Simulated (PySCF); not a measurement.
[Ce(H2O)]3+ at several levels of theory

Computed with PySCF 2.14.0 (density fitting, no spin-orbit coupling) at the geometry relaxed with TPSS:

```xyz
4
[Ce(H2O)]3+ (singlet in the valence; each metal's 4f electrons, 1 of them, lie in its core potential, out of spins and levels)
Ce    0.0000    0.0000   -0.1476
O     0.0000    0.0000    2.1711
H     0.7858    0.0000    2.8033
H    -0.7858    0.0000    2.8033
```

| level | basis | state | HOMO (eV) | gap (eV) | charge on Ce1 (e) | population of f-type functions on Ce1 (polarisation alone where 4f lies in the core) | dipole about the centre of mass (D) | largest force component (eV/Å) |
| --- | --- | --- | --- | --- | --- | --- | --- | --- |
| TPSS | Ce lcecp-1-SVP with ECP47, O def2-SVP, H def2-SVP | singlet | -25.57 | 4.83 | 2.57 | 0.02 | 2.73 | 0.00 |
| TPSSh | the same | singlet | -26.21 | 5.84 | 2.59 | 0.02 | 2.58 | 0.19 |
| wB97X | the same | singlet | -29.60 | 12.13 | 2.63 | 0.02 | 2.22 | 0.54 |
| M06-L | the same | singlet | -25.70 | 5.36 | 2.63 | 0.02 | 2.39 | 0.57 |
| TPSS | Ce lcecp-1-TZVP with ECP47, O def2-TZVP, H def2-TZVP | singlet | -25.59 | 4.86 | 2.65 | 0.03 | 2.75 | 0.25 |
| PBE0 | Ce def2-SVP with ECP28, O def2-SVP, H def2-SVP | doublet | -27.40 | 4.72 | 2.59 | 1.08 | 2.82 | 0.96 |

In the lcecp rows the 4f levels are missing from HOMO and gap, and the state counts the valence alone.

HOMO and gap are taken over both spins. Charges are Mulliken's, which hang on the basis. The relaxation used the grid (50, 194), these runs (75, 302) or, all-electron (x2c bases, spin-free X2C Hamiltonian), (99, 590).

**Question.** What does BLYP with Ce lcecp-1-SVP with ECP47, O def2-SVP, H def2-SVP give here?

**Answer.** state singlet, HOMO (eV) -25.43, gap (eV) 4.46, charge on Ce1 (e) 2.55, population of f-type functions on Ce1 (polarisation alone where 4f lies in the core) 0.02, dipole about the centre of mass (D) 2.86, largest force component (eV/Å) 0.13. Time: 1.9 s on 2 threads of Arm Neoverse V1 (shared host), from an already converged density.

In the first row's basis the gap widens with exact exchange: 4.5 to 5.4 eV for BLYP, TPSS, M06-L (none); 5.8 eV for TPSSh (a fixed share); 12.1 eV for wB97X (rising or full at long range).

No frequency check is given that shows the relaxed geometry to be a minimum. An lcecp potential fixes the number of 4f electrons, so in runs with it no electron can move into or out of that shell.

Rows with open f shells in the valence may stand above their lowest state, and their gaps can end on f levels.
